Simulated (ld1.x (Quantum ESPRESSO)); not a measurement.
**C (Z = 6): excitation energies, all-electron against RRKJ**

ld1.x (Quantum ESPRESSO) 7.5 input, shortened:

```
&input
   title='C', zed=6., rel=1, dft='PBE', iswitch=3,
   config='[He] 2s2 2p2 3d-2'
 /
 &inputp
   pseudotype=2, tm=.false., lloc=-1, rcloc=0.95,
   nlcc=.true., new_core_ps=.true.
 /
3
2S  1  0   2.00   0.00  0.95  0.95  0.0
2P  2  1   2.00   0.00  1.45  1.45  0.0
3D  3  2  -2.00   0.20  1.45  1.45  0.0
 &test
   configts(1)='2s2 2p2'
 /
```

Energies are relative to the spin-unpolarised reference configuration 2s2 2p2; without spin polarisation the order of configurations can differ from experiment. The frozen-core shift is the all-electron ΔE with the core orbitals held at their reference shape minus the fully relaxed ΔE.

Q: Give the all-electron excitation energy and the error of the potential for: 2s2 2p1; 2s2 2p0; 2s1 2p0; 2s2 2p2.3; 2s0 2p4; 2s1 2p2; 2s1 2p3.

A:

```json
{"valence configuration": "2s2 2p1", "charge": "+1", "ΔE all-electron (eV)": "10.862", "error AE − PS (meV)": "+9.0", "frozen-core shift (meV)": "+0.2"}
{"valence configuration": "2s2 2p0", "charge": "+2", "ΔE all-electron (eV)": "35.018", "error AE − PS (meV)": "+103", "frozen-core shift (meV)": "+2.9"}
{"valence configuration": "2s1 2p0", "charge": "+3", "ΔE all-electron (eV)": "83.212", "error AE − PS (meV)": "+248", "frozen-core shift (meV)": "+15"}
{"valence configuration": "2s2 2p2.3", "charge": "-0.3", "ΔE all-electron (eV)": "-1.158", "error AE − PS (meV)": "+0.1", "frozen-core shift (meV)": "0.0"}
{"valence configuration": "2s0 2p4", "charge": "0", "ΔE all-electron (eV)": "16.975", "error AE − PS (meV)": "+11", "frozen-core shift (meV)": "+1.7"}
{"valence configuration": "2s1 2p2", "charge": "+1", "ΔE all-electron (eV)": "19.615", "error AE − PS (meV)": "-3.2", "frozen-core shift (meV)": "+0.7"}
{"valence configuration": "2s1 2p3", "charge": "0", "ΔE all-electron (eV)": "8.478", "error AE − PS (meV)": "+2.7", "frozen-core shift (meV)": "+0.4"}
```

Levels in the configuration 2s1 2p3:

| level | all-electron (eV) | pseudo (eV) |
| --- | --- | --- |
| 2s | -14.201 | -14.200 |
| 2p | -5.712 | -5.717 |
